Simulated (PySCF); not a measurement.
**Substituent effects on chemical shifts**

Parent skeleton `[BH2-:1]1[NH2+:2][BH2-:3][NH2+:4]1`; one hydrogen on atom 2 is replaced by X. Hydrogens on one atom are averaged.

How the numbers were obtained: shieldings: GIAO PBE0/pcSseg-1, structure optimised with PBE0-D3(BJ)/def2-SVP, in PySCF 2.14.0 with density-fitted response routines (a single conformation, gas phase, averaged over atoms made equivalent by symmetry, fast rotation or ring inversion, non-relativistic).

Scale: 11B (σref 100.73) against BF3·OEt2; 15N (σref 265.67) against NH3; TMS for 1H (σref 31.27) (reference shieldings calculated alike).

Parent (X = H): B1/B3 -12.2, N2 24.1, N4 24.1, H(B1)/H(B3) 3.51 ppm. Effects are Δδ = δ(X) − δ(H), positive for deshielding.

Four derivatives gave (Δδ, ppm):
| compound | B1/B3 | N2 | N4 | H(B1)/H(B3) |
| --- | --- | --- | --- | --- |
| 1 | -1.9 | +40.3 | -1.4 | -0.19 |
| 2 | +1.8 | +20.0 | -3.5 | -0.25 |
| 3 | +2.5 | +5.5 | -1.3 | -0.17 |
| 4 | +1.0 | +35.6 | -4.7 | -0.27 |

Q: Their substituents are C2H5, CH2CF3, cBu, tBu. Which is which?

A: 1: X = tBu (CC(C)(C)[NH+]1[BH2-][NH2+][BH2-]1); 2: X = C2H5 (CC[NH+]1[BH2-][NH2+][BH2-]1); 3: X = CH2CF3 (FC(F)(F)C[NH+]1[BH2-][NH2+][BH2-]1); 4: X = cBu ([BH2-]1[NH2+][BH2-][NH+]1C1CCC1).

Experimental scales use liquid or dissolved standards, which lie at an offset from isolated NH3 (liquid NH3: subtract about 20 ppm).
